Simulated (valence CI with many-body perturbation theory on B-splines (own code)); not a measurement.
**Level structure of Te2+**

Level of theory: configuration interaction combined with many-body perturbation theory (CI+MBPT): four valence electrons over a frozen Dirac-Fock core [Kr] 4d10, radial functions for each j: 11 s, 11 p, 10 d, 8 f, 5 g, 2 h, with the one-electron correlation potential Σ1 (screened to all orders), the two-electron term Σ2, the three-electron term Σ3, Breit, model QED; selected single and double excitations, second order for the rest, scaled by the run's own slope (own B-spline code, finite nucleus).

Against 42 measured levels this calculation errs by 134 cm⁻¹ on average and by 416 at most. These come from a selection out of Zhang, Palmeri, Quinet and Biemont, Astron. Astrophys. 551, A136 (2013). Levels without a partner in it may be off by more. Among the levels kept, up to 1000 cm⁻¹ of a level comes from second order outside the variational space, and about a tenth of that is noise between levels of different J, which matters for small intervals. 26 measured levels below the end of the list, from 95031 cm⁻¹ on, found no clear computed partner, and computed levels of the same name lie up to 2005 cm⁻¹ from them.

Levels 46 to 90 of 199, with energies above the lowest level, 5s2 5p2 3P_0. "Leading %" is the weight of the configuration and term that name the level; weights of strongly mixed levels are sums over their largest components and can fall short. In the jj column 3d3/2^4 stands for four electrons in 3d with j = 3/2.

| No. | Configuration | Term | J | E (cm⁻¹) | Leading % | g | Second component | Leading jj |
| --- | --- | --- | --- | --- | --- | --- | --- | --- |
| 46 | 5s2 5p 7s | 3P° | 0 | 159142 | 94 |  |  | 5s^2 5p1/2 7s (94 %) |
| 47 | 5s2 5p 7s | 3P° | 1 | 159382 | 66 | 1.350 | 28 % 5s2 5p 7s 1P° | 5s^2 5p1/2 7s (94 %) |
| 48 | 4f 5s2 5p | 1F | 3 | 160686 | 33 | 0.945 | 30 % 4f 5s2 5p 3G | 4f5/2 5s^2 5p3/2 (74 %) |
| 49 | 5s2 5p 6d | 3F° | 2 | 161210 | 71 | 0.756 | 18 % 5s2 5p 6d 1D° | 5s^2 5p1/2 6d3/2 (93 %) |
| 50 | 4f 5s2 5p | 3F | 4 | 161285 | 52 | 1.167 | 36 % 4f 5s2 5p 3G | 4f7/2 5s^2 5p3/2 (59 %) |
| 51 | 4f 5s2 5p | 3G | 5 | 161709 | 87 | 1.201 | 5 % 5s 5p2 5d 3G | 4f7/2 5s^2 5p3/2 (87 %) |
| 52 | 5s2 5p 6d | 3P° | 2 | 162642 | 39 | 1.258 | 34 % 5s2 5p 6d 3D° | 5s^2 5p1/2 6d5/2 (92 %) |
| 53 | 5s2 5p 6d | 3F° | 3 | 162718 | 55 | 1.125 | 22 % 5s2 5p 6d 3D° | 5s^2 5p1/2 6d5/2 (91 %) |
| 54 | 4f 5s2 5p | 3D | 3 | 163266 | 63 | 1.251 | 20 % 4f 5s2 5p 3F | 4f7/2 5s^2 5p3/2 (69 %) |
| 55 | 5s2 5p 6d | 3D° | 1 | 163287 | 59 | 0.767 | 18 % 5s2 5p 6d 1P° | 5s^2 5p1/2 6d3/2 (90 %) |
| 56 | 4f 5s2 5p | 3D | 2 | 163990 | 55 | 1.027 | 20 % 4f 5s2 5p 3F | 4f5/2 5s^2 5p3/2 (81 %) |
| 57 | 4f 5s2 5p | 3D | 1 | 165326 | 86 | 0.494 |  | 4f5/2 5s^2 5p3/2 (86 %) |
| 58 | 4f 5s2 5p | 1G | 4 | 165477 | 78 | 1.016 | 9 % 4f 5s2 5p 3G | 4f5/2 5s^2 5p3/2 (58 %) |
| 59 | 4f 5s2 5p | 1D | 2 | 166356 | 31 | 1.219 | 21 % 5s 5p2 5d 3P | 4f7/2 5s^2 5p3/2 (49 %) |
| 60 | 5s 5p2 5d | 5F | 1 | 166781 | 85 | 0.098 |  | 5s 5p1/2^2 5d3/2 (47 %) |
| 61 | 4f 5s2 5p | 1D | 2 | 166933 | 30 | 1.196 | 20 % 5s 5p2 5d 5F | 4f7/2 5s^2 5p3/2 (32 %) |
| 62 | 5s 5p2 5d | 5F | 2 | 168080 | 64 | 1.119 | 10 % 5s 5p2 5d 3P | 5s 5p1/2 5p3/2 5d3/2 (39 %) |
| 63 | 5s2 5p 7p | 3D | 1 | 168177 | 59 | 0.708 | 26 % 5s2 5p 7p 1P | 5s^2 5p1/2 7p1/2 (88 %) |
| 64 | 5s2 5p 7s | 3P° | 2 | 168261 | 92 | 1.494 |  | 5s^2 5p3/2 7s (92 %) |
| 65 | 5s2 5p 7s | 1P° | 1 | 168686 | 63 | 1.128 | 27 % 5s2 5p 7s 3P° | 5s^2 5p3/2 7s (90 %) |
| 66 | 5s2 5p 7p | 3P | 1 | 169110 | 44 | 1.404 | 17 % 5s2 5p 7p 3S | 5s^2 5p1/2 7p3/2 (81 %) |
| 67 | 5s2 5p 7p | 3P | 0 | 169117 | 68 |  | 16 % 5s2 5p 7p 1S | 5s^2 5p1/2 7p1/2 (82 %) |
| 68 | 5s 5p2 5d | 5F | 3 | 169307 | 79 | 1.290 | 14 % 5s 5p2 5d 5D | 5s 5p1/2 5p3/2 5d3/2 (34 %) |
| 69 | 5s2 5p 7p | 3D | 2 | 169702 | 50 | 1.183 | 24 % 5s2 5p 7p 1D | 5s^2 5p1/2 7p3/2 (90 %) |
| 70 | 5s2 5p 6d | 1D° | 2 | 170451 | 47 | 0.984 | 25 % 5s2 5p 6d 3D° | 5s^2 5p3/2 6d3/2 (68 %) |
| 71 | 5s2 5p 6d | 3F° | 4 | 170467 | 92 | 1.250 |  | 5s^2 5p3/2 6d5/2 (92 %) |
| 72 | 5s2 5p 6d | 3D° | 3 | 170960 | 59 | 1.239 | 32 % 5s2 5p 6d 3F° | 5s^2 5p3/2 6d3/2 (50 %) |
| 73 | 5s 5p2 5d | 3P | 1 | 171561 | 45 | 1.450 | 22 % 5p4 3P | 5s 5p1/2 5p3/2 5d3/2 (35 %) |
| 74 | 5s 5p2 5d | 5F | 4 | 171873 | 82 | 1.366 | 12 % 5s 5p2 5d 5D | 5s 5p1/2 5p3/2 5d5/2 (71 %) |
| 75 | 5s2 5p 6d | 3P° | 2 | 171883 | 53 | 1.343 | 31 % 5s2 5p 6d 3D° | 5s^2 5p3/2 6d5/2 (66 %) |
| 76 | 5s2 5p 6d | 3P° | 1 | 172058 | 70 | 1.258 | 22 % 5s2 5p 6d 3D° | 5s^2 5p3/2 6d3/2 (87 %) |
| 77 | 5s 5p2 5d | 3P | 0 | 172198 | 37 |  | 26 % 5s 5p2 5d 5D | 5s 5p1/2 5p3/2 5d3/2 (47 %) |
| 78 | 5s2 5p 6d | 3P° | 0 | 172272 | 94 |  |  | 5s^2 5p3/2 6d3/2 (94 %) |
| 79 | 5s2 5p 6d | 1F° | 3 | 173260 | 74 | 1.053 | 13 % 5s2 5p 6d 3D° | 5s^2 5p3/2 6d5/2 (50 %) |
| 80 | 5s2 5p 6d | 1P° | 1 | 174441 | 72 | 0.997 | 9 % 5s2 5p 6d 3D° | 5s^2 5p3/2 6d5/2 (84 %) |
| 81 | 5s 5p2 5d | 5D | 2 | 174790 | 68 | 1.390 | 8 % 5s 5p2 5d 5F | 5s 5p1/2 5p3/2 5d3/2 (47 %) |
| 82 | 5s 5p2 5d | 5D | 1 | 175007 | 56 | 1.735 | 22 % 5s 5p2 6s 5P | 5s 5p1/2 5p3/2 5d3/2 (32 %) |
| 83 | 5s 5p2 5d | 5D | 3 | 175030 | 54 | 1.424 | 14 % 5s 5p2 5d 5F | 5s 5p1/2 5p3/2 5d3/2 (32 %) |
| 84 | 5s 5p2 5d | 5F | 5 | 175119 | 92 | 1.393 |  | 5s 5p3/2^2 5d5/2 (49 %) |
| 85 | 5s 5p2 5d | 5D | 0 | 175299 | 67 |  | 12 % 5s 5p2 5d 3P | 5s 5p1/2 5p3/2 5d3/2 (41 %) |
| 86 | 5s 5p2 6s | 5P | 1 | 175642 | 66 | 2.183 | 21 % 5s 5p2 5d 5D | 5s 5p1/2^2 6s (36 %) |
| 87 | 5s 5p2 5d | 5D | 4 | 176826 | 62 | 1.412 | 18 % 5s 5p2 5d 3F | 5s 5p1/2 5p3/2 5d5/2 (43 %) |
| 88 | 5s2 5p 7p | 1P | 1 | 177245 | 40 | 1.121 | 32 % 5s2 5p 7p 3P | 5s^2 5p3/2 7p1/2 (60 %) |
| 89 | 5s2 5p 7p | 3P | 2 | 177396 | 21 | 1.150 | 19 % 5s2 5p 7p 3D | 5s^2 5p3/2 7p1/2 (38 %) |
| 90 | 5s 5p2 5d | 3F | 2 | 177665 | 45 | 0.914 | 11 % 5s2 5p 7p 3P | 5s 5p1/2 5p3/2 5d5/2 (28 %) |

Names give the largest LS component (configuration and term), which can be under half, so a name can repeat, a term be missing and a line seem to break the LS rules; names also repeat where a configuration has a term twice.

Where two levels of one J and parity lie close, their mixing, g and order are uncertain.
